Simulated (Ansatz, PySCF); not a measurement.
Pulling on the Cd1–F2 bond in CdF2 (SMILES [F][Cd][F]) (multiplicity 1 held, fragments rigid). Energies count from the point at 1.933 Å.
Geometry at that point (charge 0, multiplicity 1):
```xyz
3

Cd     0.0000     0.0000     0.0000
F      0.0000     0.0000    -1.9335
F      0.0000     0.0000     1.9335
```

Restricted levels (R-, RO-) in cc, def2 and unpolarised 6-31G sets keep to the state of the molecule at rest. U- levels take the lowest unrestricted solution at each point, which mixes spins at long bonds. Left out are points that failed, MP2 points that dive below the minimum, coupled-cluster points behind a jump of the amplitudes or a sharp parting from full CI or MRCI, small-basis points behind a change of solution, and semi-empirical points at long bonds. Curves can end on different states.

Frozen-core correlation. Rows in 3-21G carry no dispersion term and start afresh at each structure; the Pople sets are all-electron and without relativity.

Codes used: Ansatz (an electronic-structure program) with Gaussian orbitals; PySCF for 3-21G rows. Values without a source in brackets are computed. In def2 rows elements past Kr take small-core potentials, without spin–orbit coupling.

Energies in eV.

```csv
R (Å),R-HF/3-21G,R-PBE/def2-TZVPP,R-r2SCAN/def2-TZVPP,R-wB97X-V/def2-TZVPP,R-MP2/def2-TZVPP,U-MP2/def2-TZVPP
1.547,4.33,3.11,3.00,3.09,3.02,3.02
1.740,0.78,0.52,0.45,0.48,0.45,0.45
1.933,0.00,0.00,0.00,0.00,0.00,0.00
2.127,0.29,0.27,0.34,0.34,0.36,0.36
2.320,0.95,0.81,0.94,0.96,0.99,0.99
2.610,2.15,1.68,1.89,1.97,2.02,2.02
2.900,3.30,2.43,2.72,2.90,2.96,3.90
3.384,4.82,3.35,3.71,4.11,4.23,4.41
3.867,5.88,3.90,4.32,4.98,5.14,4.52
4.447,6.74,4.28,4.73,5.70,5.88,4.55
5.220,7.52,4.54,5.01,6.30,6.33,4.56
6.187,left out,4.68,5.16,6.75,6.27,4.56
```

Doubts at one or more of the structures used: a restricted determinant that unrestricted orbitals would lower (R-HF/3-21G, R-PBE/def2-TZVPP, R-r2SCAN/def2-TZVPP, R-wB97X-V/def2-TZVPP, R-MP2/def2-TZVPP); a spin-contaminated determinant (U-MP2/def2-TZVPP).
